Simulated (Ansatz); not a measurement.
Cl4H3NSi2, SMILES `Cl[SiH2]N[Si](Cl)(Cl)Cl`. The species carries charge 0 and has multiplicity 1. The structure was optimised at the PBE0-D4/def2-TZVP level. It is one conformer, not always the lowest.

```xyz
10

Cl   -0.136   -2.058   -1.992
Si   -0.532   -0.103   -1.505
N    -0.599    0.145    0.202
Si    0.645    0.216    1.354
Cl    0.473   -1.277    2.722
Cl    2.415    0.051    0.379
Cl    0.603    1.970    2.383
H    -1.873    0.224   -2.034
H     0.537    0.719   -2.101
H    -1.533    0.112    0.592
```

Q: What is the dipole moment at r2SCAN/def2-TZVPP? (Best estimate.)

A: Ansatz gave: 1.85 D, with components (-1.59, 0.92, -0.19) D in this frame, pointing from negative to positive charge.

Q: And with PBE, B3LYP, ωB97M-V? (Best estimate.)

A: The calculation gave: PBE 1.77 D, B3LYP 1.86 D, ωB97M-V 1.85 D.

Q: Give the Mulliken charges with r2SCAN, ωB97M-V, PBE in def2-TZVPP. (Estimate.)

A: Ansatz gave: 
```csv
atom,r2SCAN,ωB97M-V,PBE
Cl1,-0.25,-0.21,-0.21
Si2,0.50,0.35,0.38
N3,-0.38,-0.32,-0.25
Si4,0.70,0.56,0.53
Cl5,-0.20,-0.16,-0.17
Cl6,-0.19,-0.15,-0.16
Cl7,-0.20,-0.16,-0.17
H8,-0.07,-0.02,-0.05
H9,-0.05,0.00,-0.04
H10,0.15,0.11,0.14
```

B3LYP here is the variant with VWN-RPA as its local correlation; programs differ in this.
